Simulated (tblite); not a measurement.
A tight-binding relaxation on `CC(C)(BBr)CCl`.

Computed with GFN2-xTB geometry optimisation, gas phase (tblite 0.8.0). Start geometry: from a force field or distance geometry. A driver script takes a list of jobs; this job's settings line and coordinates (Å) are shown.

Command:
```bash
OMP_NUM_THREADS=1 python probes_run.py task.json out
```

Input:
```
{"job": {"kind": "relax", "xc": "GFN2-xTB", "basis": "xTB"}, "charge": 0, "multiplicity": 1}
C      0.665200     1.304500    -0.495500
C     -0.038400     0.079200     0.002000
C     -0.596400    -0.644400    -1.214300
B     -1.185700     0.457900     1.010900
Br    -1.434300    -0.593600     2.725600
C      0.894700    -0.915900     0.651800
Cl     1.767900    -0.262100     2.049600
H     -0.163900     2.019300    -0.792100
H      1.182000     1.834600     0.336200
H      1.321800     1.118500    -1.348700
H     -0.271100    -1.691000    -1.196600
H     -0.179800    -0.154400    -2.120400
H     -1.707600    -0.518400    -1.145800
H     -2.071700     1.085300     0.556700
H      0.268000    -1.744700     1.073900
H      1.541700    -1.365700    -0.104700
```

Task: What does the run print?

Result: 
```
step      E/eV     max force
  0    -626.50383    2.401
  1    -626.76787    1.722
  2    -626.95157    1.042
  3    -627.02755    0.883
  4    -627.09524    0.790
  5    -627.13080    0.556
  6    -627.15809    0.520
  7    -627.17936    0.461
  8    -627.19204    0.398
  9    -627.20217    0.279
... (96 lines left out)
106    -627.42615    0.019
107    -627.42625    0.020
108    -627.42640    0.023
109    -627.42656    0.030
110    -627.42669    0.030
111    -627.42678    0.026
112    -627.42685    0.019
113    -627.42695    0.020
114    -627.42703    0.025
115    -627.42707    0.008
```

«max force» is the largest atomic force in eV/Å.

Task: From which step on does the largest force stay under 0.1 eV/Å, and how much energy is left to gain from there?

Result: From step 59 (0.093 eV/Å), 14.8 meV above the end.

In short: energy lowered by 21.3 kcal/mol over 115 steps; largest atomic force 0.008 eV/Å at the end.

Task: Give the final coordinates.

Result: 0.583 Å rms from the input after alignment:
```
atom  x, y, z in Å
C1     0.5596    1.3386   -0.5579
C2    -0.0687    0.0568    0.0065
C3    -0.7013   -0.7357   -1.1546
B4    -1.1495    0.3682    1.1495
Br5   -2.0449   -1.0337    1.9716
C6     1.0401   -0.8198    0.6070
Cl7    1.6433   -0.0936    2.1310
H8    -0.2081    1.9856   -0.9754
H9     1.0780    1.8850    0.2262
H10    1.2744    1.1009   -1.3439
H11   -1.1520   -1.6619   -0.8035
H12    0.0555   -0.9820   -1.8972
H13   -1.4731   -0.1400   -1.6376
H14   -1.4283    1.4600    1.4671
H15    0.6725   -1.8142    0.8640
H16    1.8949   -0.9053   -0.0643
```

The run took 0.86 s on an Arm Neoverse V1 with one thread, no GPU (shared host).
Labels such as C1 count atoms from 1, the log's own numbers from 0.
